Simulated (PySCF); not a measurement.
Spectrum to structure. Theory: TDDFT CAM-B3LYP/def2-SVPD, vertical, gas phase, core orbitals frozen in the response in PySCF 2.14.0, density-fitted response routines. Geometries: GFN2-xTB, one conformer each.

| state | E (eV) | f |
| --- | --- | --- |
| S1 | 5.52 | 0.0010 |
| S2 | 5.61 | 0.125 |
| S3 | 6.01 | 0.0032 |
| S4 | 6.43 | 0.033 |
| S5 | 6.81 | 0.0029 |
| S6 | 6.96 | 0.0011 |
| S7 | 7.22 | 0.039 |
| S8 | 7.27 | 0.0002 |

Orbital energies (eV): HOMO-3 -9.94, HOMO-2 -9.66, HOMO-1 -8.98, HOMO -8.48, LUMO 0.15, LUMO+1 0.92, LUMO+2 1.12.

Question: Which structure fits? All have the formula C5H9NSSi.
A. `[SiH3]CCc1nccs1`
B. `CNc1c(scc1)[SiH3]`
C. `CC1=C(N[SiH3])C=CS1`

Answer: A. Its S1, at 5.52 eV, is the highest among the candidates; the nearest of the others has S1 at 4.93 eV. S1 is HOMO-1→LUMO (83%), HOMO-5→LUMO (10%). Löwdin shares by element: HOMO carbon 65% or more, sulfur 13% (atoms not listed hold the other 22%); LUMO carbon 40% or more, sulfur 24%, nitrogen 13% (atoms not listed hold the other 23%). At the same level the other candidates give, for their lowest levels:
- `CNc1ccsc1[SiH3]`: 4.71 eV (f 0.150); 5.11 eV (f 0.000); 5.52 eV (f 0.005); 5.69 eV (f 0.078); 5.81 eV (f 0.005); T1 3.29 eV; HOMO -6.94, LUMO 0.56 eV
- `Cc1sccc1N[SiH3]`: 4.93 eV (f 0.043); 4.93 eV (f 0.085); 5.40 eV (f 0.005); 5.89 eV (f 0.067); 5.93 eV (f 0.001); T1 3.40 eV; HOMO -6.87, LUMO 0.87 eV

Shape of the structure used: `[SiH3:1][CH2:2][CH2:3][c:4]1[n:5][cH:6][cH:7][s:8]1`: Si1–C2–C3–C4 -52°, C2–C3–C4–N5 26°.
Triplets come from the Tamm–Dancoff approximation.
